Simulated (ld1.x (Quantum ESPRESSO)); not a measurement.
What one change does to a pseudopotential (Sb, TM semilocal)

| Item | Value |
| --- | --- |
| Element | Sb (Z = 51) |
| Generator | ld1.x (Quantum ESPRESSO) 7.5 |
| Type | norm-conserving Troullier–Martins (semilocal form) |
| Functional | PBE |
| Relativity | scalar-relativistic |
| Frozen core | [Kr] 4d10 |
| Valence charge | 5 |
| Reference configuration | 5s2 5p2 (charge +1) |
| Partial waves | 5s (bound): rc 1.65 bohr; 5d channel at 0.4 Ry: rc 1.75 bohr; 5p (bound): rc 2.00 bohr |
| Local potential | the p channel |
| Core correction | none |

All-electron outer shells of the reference configuration (PBE, scalar-relativistic, ld1.x):

```
shell  level (eV)  outermost node (bohr)  outermost maximum (bohr)
   5s      -20.64                   0.95                      1.88
   5p      -11.99                   1.04                      2.24
```

Change: all radii scaled by about 1.32 (s 2.18, p 2.64, d 2.32 bohr).

Cutoffs: the cutoffs (Ry, on a coarse ladder) from which the occupation-weighted sum of valence levels, in a spherical-Bessel basis at the reference potential, stays within 10 and 1 mRy of its value at 400 Ry; they do not see the model core or the augmentation charge, which bear on the density cutoff. Errors are all-electron minus pseudo energies relative to the spin-unpolarised reference configuration.

**Question.** Predict the effect on cutoff, ghosts and configuration errors.

**Answer.** The potential gets softer (30 Ry and 60 Ry → 21 Ry and 35 Ry); of the 7 tests that both files solve, the error grows in 1 and shrinks in 2 by more than 15 % and 0.3 meV (median size 3.6 → 3.7 meV); neither file shows a bound ghost. A larger radius leaves more room for a smooth pseudo-wave, so fewer plane waves are needed. A semilocal file is local in each channel, so a ghost entry of none says nothing of the separable form that plane-wave codes build from it.

```csv
quantity,base,changed
"cutoff, loose",30 Ry,21 Ry
"cutoff, tight",60 Ry,35 Ry
loose cutoff by channel (10 mRy a level),"s 25 Ry, p 10 Ry","s 12 Ry, p 8 Ry"
bound ghosts,none,none
"error for 5s2 5p3, meV [ΔE -8.32 eV]",+2.6,+2.7
"error for 5s2 5p1, meV [ΔE 15.97 eV]",-1.7,-3.3
"error for 5s2 5p0, meV [ΔE 40.38 eV]",+31,+18
"error for 5s2 5p2.5, meV [ΔE -5.05 eV]",+1.4,+1.4
"error for 5s1 5p4, meV [ΔE -0.21 eV]",+16,+13
"error for 5s1 5p3, meV [ΔE 8.73 eV]",+13,+12
"error for 5s2 5p3.3, meV [ΔE -9.48 eV]",+3.6,+3.7
```
